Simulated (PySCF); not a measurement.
These compounds are isomers of formula C5H8O2.

A. SMILES C(/OC)=C/CC=O
B. `InChI=1S/C5H8O2/c1-5(6)3-4-7-2/h3-4H,1-2H3/b4-3+`
C. SMILES C=COC(=C)CO

Spectrum 1. $^{1}$H NMR (300 MHz, computed): δ 6.74 (m, 1H), 5.06 (m, 1H), 4.73 (m, 1H), 4.43 (br s, 1H), 4.40 (s, 2H), 4.24 (br s, 1H), 1.27 (br s, 1H). $^{13}$C{$^{1}$H} NMR (computed): δ 169.7 (C), 154.6 (CH), 101.1 (CH2), 89.7 (CH2), 69.0 (CH2).

Spectrum 2. $^{1}$H NMR (300 MHz, computed): δ 9.50 (t, 1H), 6.41 (d, 1H), 4.58 (m, 1H), 3.87 (s, 3H), 3.11 (m, 2H). $^{13}$C{$^{1}$H} NMR (computed): δ 203.1 (CH), 157.3 (CH), 102.4 (CH), 60.5 (CH3), 44.5 (CH2).

Spectrum 3. $^{1}$H NMR (300 MHz, computed): δ 7.53 (d, 1H), 5.24 (d, 1H), 3.80 (s, 3H), 2.15 (s, 3H). $^{13}$C{$^{1}$H} NMR (computed): δ 196.8 (C), 169.7 (CH), 111.9 (CH), 56.5 (CH3), 26.7 (CH3).

PySCF 2.14.0 with density-fitted response routines calculation with GFN2-xTB geometry and GIAO PBE0/pcSseg-1 shieldings; single conformer, no relativistic terms, one averaged value for each set of equivalent atoms, in vacuum.

δ = σ(ref) − σ, references computed at the same level: $^{1}$H, $^{13}$C vs TMS. Where no couplings were computed, multiplicities follow the n + 1 count of equivalent neighbours, and m marks all less simple cases (inequivalent or close neighbours, rings, F or P nearby). Shifts are as computed. Against solution values, carbons near 30 ppm lie about +3 ppm off and those near 130 ppm about +5 ppm (rms about the fit 2.1 ppm; single classes can miss by 10 ppm). Of 1328 compounds with measured shifts, 309 miss one by over three times the rms of a fit or turn the order of signals round; such compounds aren't used in these exercises. Signals without a measured value on file couldn't be tested in this way; 1H shifts scatter by 0.2 ppm about their fit, and single ones miss by 0.5 ppm. OH and NH positions are gas-phase values without hydrogen bonding to other molecules.

Which spectrum belongs to which compound?

Answers

1–C, 2–A, 3–B.

- Spectrum 1 (C): 5 $^{13}$C signals; δC 169.7 is an alkene carbon bearing oxygen; δC 154.6 is an alkene carbon bearing oxygen.
- Spectrum 2 (A): 5 $^{13}$C signals; δC 203.1 is an aldehyde carbonyl carbon; δC 157.3 is an alkene carbon bearing oxygen.
- Spectrum 3 (B): 5 $^{13}$C signals; δC 196.8 is a ketone carbonyl carbon; δC 169.7 is an alkene carbon bearing oxygen.
